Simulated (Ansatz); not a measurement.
Reaction (ligand exchange at the Si–C bond): `NC(O)(O)[SiH2]F` + `[SiH3]P` → `F[SiH2]P[SiH3]` + `NC(O)O`

Computed with Ansatz on PBE0-D4/def2-TZVP structures; ΔE is electronic, products minus reactants. CBS: MP2 limit from def2 TZ/QZ plus the TZ coupled-cluster correction, frozen cores. This one scheme is used for every species. Functionals use def2-TZVPP. Each species was taken in one conformer, which may not be the lowest.

```json
{"species": "`NC(O)(O)[SiH2]F`", "PBE0-D4 energy (Eh)": "-635.99477"}
{"species": "`[SiH3]P`", "PBE0-D4 energy (Eh)": "-633.60855"}
{"species": "`F[SiH2]P[SiH3]`", "PBE0-D4 energy (Eh)": "-1023.46559"}
{"species": "`NC(O)O`", "PBE0-D4 energy (Eh)": "-246.16113"}
```

(1) Work out ΔE.

Largest T1 diagnostic among the species: 0.013.

## Answers

(1) ΔE = (-1023.46559) + (-246.16113) − (-635.99477) − (-633.60855) = -0.02340 Eh = -61.4 kJ/mol. CCSD(T)/CBS gives -57.0 kJ/mol.

From PBE to PBE0 (25 % exact exchange), in def2-TZVPP and without D4, ΔE moves by −4.4 kJ/mol.
